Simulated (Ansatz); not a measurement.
Consider the redistribution: `[BH2][AlH][SiH3]` + `CN([SiH3])B[SiH3]` → `[BH2][AlH][N](C)[SiH3]` + `[SiH3]B[SiH3]`.

Gas-phase electronic energies from Ansatz, PBE0-D4/def2-TZVP geometries. CCSD(T)/CBS adds triple-zeta CCSD(T) − MP2 to the extrapolated MP2 energy (def2 sets, frozen cores). DFT in def2-TZVPP. One conformer a species, not always the lowest.

```csv
level,ΔE (kJ/mol)
PBE0-D4,79.0
ωB97X-V,67.1
CCSD/def2-TZVPP,65.2
HF/def2-QZVPP,52.3
```

Question: What does CCSD(T)/CBS give? (An estimate is asked.)

Answer: The calculation gave: +67.0 kJ/mol. The listed levels differ from it by 12.0, 0.1, -1.8, -14.7 kJ/mol.

Largest T1 diagnostic among the species: 0.014.

From PBE to PBE0 (25 % exact exchange), in def2-TZVPP and without D4, ΔE moves by −4.4 kJ/mol. In def2-TZVPP, CCSD(T) changes the Hartree–Fock value by +14.9 kJ/mol (the triples alone add +3.2 kJ/mol) and MP2 by +12.4 kJ/mol.
